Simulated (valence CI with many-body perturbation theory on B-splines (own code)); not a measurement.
Values are calculated unless marked as measured or tabulated.
## Hyperfine factors and g values of Lu⁴⁹⁺

Level of theory: configuration interaction combined with many-body perturbation theory (CI+MBPT): four valence electrons over a frozen Dirac-Fock core [Ar], a basis of 9 s, 9 p, 10 d, 8 f, 5 g, 3 h, 1 i functions for each j, with the one-electron correlation potential Σ1 (screened to all orders), the two-electron term Σ2, the three-electron term Σ3, Breit, model QED; selected single and double excitations, second order for the rest (own B-spline code, finite nucleus).

No measured spectrum was set against this ion. As an estimate, large intervals hold to a few tenths of a per cent, small ones and those within an open d or f shell to about a per cent. The list stops below the first excitations out of the core. Only levels of the ground parity were solved; by the run's estimate the other parity begins above the list, which can be wrong where configurations are misplaced.

A/g_I is the dipole constant over the nuclear g factor μ/I (μ in nuclear magnetons, uniformly magnetised nucleus), B/Q the quadrupole constant per barn. Both hold the static response of the core; the bare values leave it out. Large factors of s and p1/2 electrons are usually good to 5 to 10 %; those of open d and f shells near neutrality can be off by tens of per cent, and small factors of p3/2, d and f electrons come from cancelling terms and can be off by a factor of two or in sign, in half-filled shells by more. B is blank for J = 1/2, where it vanishes, and for nearly pure S terms. Energies count from the lowest level. Levels with J = 0 are left out.

Levels are named by their leading jj configuration (3d3/2^4 stands for four electrons in 3d with j = 3/2), which in mixed levels can hold well under half, so a name can repeat and another be missing. Letters in brackets count levels of one name in rising energy.

```csv
Level,E (cm⁻¹),g,A/g_I (MHz),A/g_I bare,B/Q (MHz/b),B/Q bare
(3d3/2^3 3d5/2) J=1,415040,1.491,-5590,-4220,16700,16800
(3d3/2^3 3d5/2) J=4,507110,1.065,54100,54400,5720,5650
(3d3/2^3 3d5/2) J=2,527010,1.209,35800,36500,46400,47000
(3d3/2^3 3d5/2) J=3,554050,1.124,48300,48800,37000,37400
(3d3/2^2 3d5/2^2) J=2 [a],904210,1.256,16600,17300,29700,30000
(3d3/2^2 3d5/2^2) J=4 [a],918720,1.143,43400,43900,-20200,-20500
(3d3/2^2 3d5/2^2) J=3 [a],934140,1.168,35600,36100,7240,7310
(3d3/2^2 3d5/2^2) J=5,963600,1.078,49300,49600,44300,44800
(3d3/2^2 3d5/2^2) J=6,985670,1.069,52400,52700,55300,55900
(3d3/2^2 3d5/2^2) J=1,1000300,1.082,57300,57700,6980,7040
(3d3/2^2 3d5/2^2) J=3 [b],1027200,1.070,55900,56100,11900,12100
(3d3/2^2 3d5/2^2) J=4 [b],1028700,1.028,56200,56400,-15100,-15300
(3d3/2^2 3d5/2^2) J=2 [b],1043000,1.081,50500,50900,21500,21700
(3d3/2^2 3d5/2^2) J=2 [c],1138900,0.974,68700,68800,-5930,-6030
(3d3/2^2 3d5/2^2) J=4 [c],1179400,1.184,38200,38800,85100,86100
(3d3/2^2 3d5/2^2) J=2 [d],1273500,1.138,47800,48200,-26400,-26600
(3d3/2 3d5/2^3) J=4 [a],1404900,1.156,36300,36800,-44900,-45500
(3d3/2 3d5/2^3) J=3 [a],1414800,1.185,28700,29200,2950,3030
(3d3/2 3d5/2^3) J=1 [a],1454100,0.983,48700,48800,22900,23200
(3d3/2 3d5/2^3) J=5,1459300,1.134,42700,43200,-30100,-30500
(3d3/2 3d5/2^3) J=6,1464500,1.077,48700,49000,61300,62100
(3d3/2 3d5/2^3) J=2 [a],1523900,1.059,54600,54800,42600,43000
(3d3/2 3d5/2^3) J=3 [b],1539200,1.087,47900,48200,12600,12800
(3d3/2 3d5/2^3) J=3 [c],1653600,1.054,52900,53200,69400,70100
(3d3/2 3d5/2^3) J=1 [b],1657600,1.405,11400,12500,-35100,-35400
(3d3/2 3d5/2^3) J=4 [b],1659800,1.045,53500,53700,61100,61800
(3d3/2 3d5/2^3) J=2 [b],1692100,1.107,47100,47500,-86300,-87200
```

**Question.** Take the isotope of mass number 175, with I = 7/2, μ = 2.2257 μN and Q = 3.49 b. What is the hyperfine structure of (3d3/2^2 3d5/2^2) J=5?

**Answer.** From the table A = 31300 MHz, B = 155000 MHz. Shifts from the centre of gravity in MHz: F = 3/2: -590000, F = 5/2: -536000, F = 7/2: -455000, F = 9/2: -342000, F = 11/2: -190000, F = 13/2: 8940, F = 15/2: 264000, F = 17/2: 586000.
